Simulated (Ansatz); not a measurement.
```yaml
crystal:
  periodic: [false, false, false]
  atoms:
    - {symbol: C, position_ang: [-0.125365, 1.076617, -1.267179]}
    - {symbol: Sb, position_ang: [-0.011724, -1.527001, -0.672184]}
    - {symbol: O, position_ang: [2.099842, -1.136601, 0.540868]}
    - {symbol: Te, position_ang: [-2.265704, -1.393407, 1.959343]}
    - {symbol: H, position_ang: [-1.395852, 1.420190, -1.616673]}
    - {symbol: H, position_ang: [0.269918, 1.775359, -0.166944]}
    - {symbol: H, position_ang: [0.726279, 1.328314, -2.301607]}
    - {symbol: H, position_ang: [2.508732, -2.140910, 1.057993]}
    - {symbol: H, position_ang: [-1.695503, 0.539562, 2.445010]}
basis:
  gaussian: {orbitals: def2-mTZVP}
hamiltonian: {xc: {name: wB97}}
accuracy: high
output: {forces: true}
```

```sh
$ ansatz run in.yaml --threads 4 --pin off --events-out ev --progress --plain --max-ram 10444MiB
```

It prints (some lines left out):

```
Functional definition: wB97
2833 factors; integrals over basis functions are off by at most 1.8e-8 eV
852 factors; integrals over basis functions are off by at most 5.1e-9 eV
mean field evaluation 1: about -16983.5263 eV, gradient 6.1e1 eV
mean field evaluation 2: about -16920.9514 eV, gradient 1.6e2 eV
mean field evaluation 4: about -16991.9117 eV, gradient 1.1e1 eV
mean field evaluation 8: about -16992.2730 eV, gradient 5.3e-1 eV
mean field evaluation 16: about -16992.2757 eV, gradient 9.1e-4 eV
mean field evaluation 32: about -16992.2757 eV, gradient 5.2e-8 eV
mean field -16992.27571426 eV, -624.4546147209 hartree, gradient 5.2e-8 eV, S^2 0.000000; 0 other end points of the search recorded, 0 dependent functions left out
reference -16992.27571305 eV, -624.4546146764 hartree; 33, 33 occupied and 97, 97 virtual orbitals, 2833 factors
Total energy: -16992.27571305 eV, -624.4546146764 hartree
Atom 0 at    -0.125365     1.076617    -1.267179 Å, force     0.072420     1.727113    -0.242146 eV/Å
Atom 1 at    -0.011724    -1.527001    -0.672184 Å, force     1.591339     3.418203     2.675658 eV/Å
Atom 2 at     2.099842    -1.136601     0.540868 Å, force    -0.784950    -4.943054     0.770450 eV/Å
Atom 3 at    -2.265704    -1.393407     1.959343 Å, force     2.194867     2.886820    -0.826051 eV/Å
Atom 4 at    -1.395852     1.420190    -1.616673 Å, force     4.425091    -1.268932     1.248571 eV/Å
Atom 5 at     0.269918     1.775359    -0.166944 Å, force    -1.395802    -2.535031    -3.861797 eV/Å
Atom 6 at     0.726279     1.328314    -2.301607 Å, force    -2.965404    -0.941897     3.615302 eV/Å
Atom 7 at     2.508732    -2.140910     1.057993 Å, force    -2.294733     4.612107    -2.599627 eV/Å
Atom 8 at    -1.695503     0.539562     2.445010 Å, force    -0.842826    -2.955330    -0.780360 eV/Å
Dipole moment:    -0.179548    -0.371233    -0.617631 e Å
```

It took 19 s on 4 threads of an Arm Neoverse V2 on a shared host, with 0.83 GiB of host memory at the peak.
